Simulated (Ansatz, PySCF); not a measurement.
Energy difference R1 → P1 + P2, each structure at its B3LYP-D3(BJ)/def2-TZVP stationary point, reached from a drawn start (curvature not checked).
R1, H5Mo (SMILES [MoH5]) (charge 0, multiplicity 2):
```csv
atom,x (Å),y (Å),z (Å)
Mo,-0.2637,-0.0014,0.0009
H,0.5838,0.0078,1.4418
H,0.5664,-0.0016,-1.4501
H,1.3852,0.0080,-0.0086
H,-1.1443,1.4550,0.0032
H,-1.1275,-1.4678,0.0128
```
P1, H4Mo (SMILES [MoH4]) (charge 0, multiplicity 3):
```xyz
5

Mo     0.000     0.000     0.000
H      0.984     0.965     0.984
H      0.971    -0.983    -0.979
H     -0.966     0.990    -0.977
H     -0.989    -0.972     0.971
```
P2: H atom, charge 0, multiplicity 2.

```tsv
level	reaction energy (kcal/mol)	cost
HF/def2-TZVPP	13.15	-
HF/def2-QZVPP	13.39	-
SVWN5/def2-TZVPP	70.60	×0.8
BLYP/def2-TZVPP	55.49	×1
B97M-V/def2-TZVPP	50.52	×3
BHLYP/def2-TZVPP	45.58	×1
M06-2X/def2-TZVPP	49.73	-
wB97X-V/def2-TZVPP	53.02	×3
B2PLYP/def2-TZVPP	52.48	×2
MP2/def2-SVP	45.93	-
MP2/def2-QZVPP	52.90	-
SCS-MP2/def2-SVP	47.51	-
SCS-MP2/def2-TZVPP	53.72	-
SCS-MP2/def2-QZVPP	55.32	-
CCSD/def2-TZVPP	48.82	-
CCSD/def2-QZVPP	49.76	-
CCSD(T)/def2-SVP	47.44	×1
CCSD(T)/def2-TZVPP	51.80	×7
CCSD(T)/def2-QZVPP	52.92	×400*
CCSD(T)/CBS(def2-TZVPP, def2-QZVPP)	53.57	×400*
```

P less R. No zero-point or thermal terms; open shells are unrestricted; no spin–orbit coupling. The spin states of the d-block species are the ones drawn and need not be the lowest.

Cores are frozen in the correlated methods. CBS(a, b) extrapolates the correlation energy as X⁻³ and adds the Hartree–Fock energy of set b.

Codes used: Ansatz (Gaussian basis) for Hartree–Fock, density functionals and correlated methods; PySCF for M06-2X. No computed number here is a measurement. Elements past Kr take the def2 small-core potentials, without spin–orbit coupling.

Costs are rough ratios of core time to PBE/def2-TZVPP (about 6 s over the structures, on one shared machine); a dash marks a level with no comparable run of its own. A star marks coupled-cluster runs past 200 virtual orbitals, where the program's memory plan changes under this machine's limit, so their costs aren't comparable with smaller runs.

Ansatz is a program for electronic structure.
